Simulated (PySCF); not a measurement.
## AsHF + HF → AsH₂ + F₂

Level: PBE0 in the def2-TZVP basis family, all electrons, no relativity, computed in PySCF with density fitting; open shells unrestricted.

```json
{"species": "AsHF", "state and structure": "doublet, Cs, As–F 1.747 Å, As–H 1.536 Å; F–As–H 94.2°", "E (Eh)": "-2335.97851", "ZPE (kJ/mol)": "21.9", "H(298 K) − H(0) (kJ/mol)": "10.4", "S° (J/(mol K))": "257.7"}
{"species": "HF", "state and structure": "singlet, C∞v, H–F 0.920 Å", "E (Eh)": "-100.39188", "ZPE (kJ/mol)": "24.9", "H(298 K) − H(0) (kJ/mol)": "8.7", "S° (J/(mol K))": "173.6"}
{"species": "AsH₂", "state and structure": "doublet, C2v, As–H 1.526 Å (×2); H–As–H 90.7°", "E (Eh)": "-2236.76162", "ZPE (kJ/mol)": "32.4", "H(298 K) − H(0) (kJ/mol)": "10.0", "S° (J/(mol K))": "225.3"}
{"species": "F₂", "state and structure": "singlet, D∞h, F–F 1.376 Å", "E (Eh)": "-199.40856", "ZPE (kJ/mol)": "6.6", "H(298 K) − H(0) (kJ/mol)": "8.7", "S° (J/(mol K))": "201.9"}
```

**Question.** What is the electronic reaction energy?

**Answer.** At PBE0/def2-TZVP, ΔE = 525.7 kJ/mol from the differences of the total energies times 2625.5, uphill. 

**Question.** Add zero-point, thermal and entropy terms for 298.15 K and 1 bar.

**Answer.** ΔZPE = -7.8 and Δ[H(298) − H(0)] = -0.4 kJ/mol give ΔH° = 517.5 kJ/mol. ΔS° = -4.1 J/(mol K), so ΔG° = 517.5 − 298.15 × (-0.0041) = 519 kJ/mol.

Each species is the lowest minimum found with this bonding; other isomers or fragments can lie lower.
